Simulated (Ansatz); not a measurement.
Reaction (formal exchange of groups at a Ge–C bond): `C[CH2][Ge][F]` + `CC(C)CCl` → `C[CH](C)[Ge][F]` + `CCCCl`

Calculated with Ansatz (gas phase, PBE0-D4/def2-TZVP geometries, no zero-point term in ΔE). CCSD(T)/CBS is the MP2 limit (def2-TZVPP, def2-QZVPP) plus CCSD(T) − MP2 in def2-TZVPP, frozen cores. DFT in def2-TZVPP. HSE06 is defined as in plane-wave codes. For Ge outer-core shells are correlated without core-valence functions, which leaves a few kJ/mol of doubt a bond. Scalar relativity is left out up to krypton. Each species was taken in one conformer, which may not be the lowest.

```json
{"level": "LDA (SPW92)", "ΔE (kJ/mol)": "8.6", "difference from CCSD(T)/CBS": "1.2"}
{"level": "PBE-D4", "ΔE (kJ/mol)": "5.9", "difference from CCSD(T)/CBS": "-1.5"}
{"level": "revPBE-D4", "ΔE (kJ/mol)": "5.0", "difference from CCSD(T)/CBS": "-2.4"}
{"level": "r2SCAN-D4", "ΔE (kJ/mol)": "7.6", "difference from CCSD(T)/CBS": "0.2"}
{"level": "B97M-V", "ΔE (kJ/mol)": "9.3", "difference from CCSD(T)/CBS": "1.9"}
{"level": "r2SCANh-D4", "ΔE (kJ/mol)": "7.8", "difference from CCSD(T)/CBS": "0.4"}
{"level": "HSE06-D4", "ΔE (kJ/mol)": "6.8", "difference from CCSD(T)/CBS": "-0.6"}
{"level": "BHLYP-D4", "ΔE (kJ/mol)": "6.6", "difference from CCSD(T)/CBS": "-0.8"}
{"level": "CAM-B3LYP-D4", "ΔE (kJ/mol)": "7.8", "difference from CCSD(T)/CBS": "0.4"}
{"level": "B2PLYP", "ΔE (kJ/mol)": "7.5", "difference from CCSD(T)/CBS": "0.1"}
{"level": "PBE0", "ΔE (kJ/mol)": "7.4", "difference from CCSD(T)/CBS": "0.0"}
{"level": "RPA@PBE/def2-TZVPP", "ΔE (kJ/mol)": "6.7", "difference from CCSD(T)/CBS": "-0.7"}
{"level": "MP2/def2-SVP", "ΔE (kJ/mol)": "8.2", "difference from CCSD(T)/CBS": "0.8"}
{"level": "MP2/def2-TZVPP", "ΔE (kJ/mol)": "7.5", "difference from CCSD(T)/CBS": "0.1"}
{"level": "CCSD/def2-TZVPP", "ΔE (kJ/mol)": "7.6", "difference from CCSD(T)/CBS": "0.2"}
{"level": "CCSD/CBS(def2)", "ΔE (kJ/mol)": "7.6", "difference from CCSD(T)/CBS": "0.2"}
{"level": "CCSD(T)/CBS", "ΔE (kJ/mol)": "7.4", "difference from CCSD(T)/CBS": "0"}
```

Largest T1 diagnostic among the species: 0.013.

Leaving LDA and LC-ωPBE aside and taking each functional with its dispersion term where it has one, the values, not all of them listed here, spread over 4.5 kJ/mol, from BLYP-D4 to B97M-V.
